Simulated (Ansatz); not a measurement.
Molecule: PH$_{4}$ (charge 0, doublet). SMILES: [P@TB12]([H])([H])([H])[H]
Coordinates optimised at B3LYP-D3(BJ)/def2-TZVP (Ansatz, a first-principles code):
```
P
H 1 1.4076
H 1 1.4076 2 99.86
H 1 1.5230 2 92.92 3 93.47
H 1 1.5230 2 92.92 4 173.06
```
Charge 0, spin multiplicity 2.

Wanted: size of the dipole moment, in D. Set-up: UHF or UKS for open shells; LANL2DZ with its own core potentials from Na on; spin-orbit terms left out; six Cartesian d functions in 6-31G* and its kin unless marked 5d; dispersion terms only where a functional's name holds one; non-relativistic; 6-311+G** with 5d, 6d on Na to Ar in Ansatz. First-principles rows: single points at B3LYP-D3(BJ) geometries (Ansatz).

```
level            program  size of the dipole moment (D)
---------------  -------  -----------------------------
B3LYP/STO-3G      Ansatz                           0.57
B3LYP/3-21G       Ansatz                           1.01
B3LYP/LANL2DZ     Ansatz                           0.98
B3LYP/6-31G       Ansatz                           1.02
B3LYP/6-31G*      Ansatz                           0.67
B3LYP/6-31+G*     Ansatz                           0.48
B3LYP/6-31G**     Ansatz                           0.66
B3LYP/def2-SVP    Ansatz                           0.56
B3LYP/cc-pVDZ     Ansatz                           0.50
B3LYP/6-311+G**   Ansatz                           0.44
```

No value to compare with is used here. The 10 habitual levels span 0.44 (B3LYP/6-311+G**) to 1.02 D (B3LYP/6-31G).

The sets are all those run for this method; left out are runs that failed, that the program found above a lower state of the same kind, or whose <S^2> lies over 0.5 above the pure value.
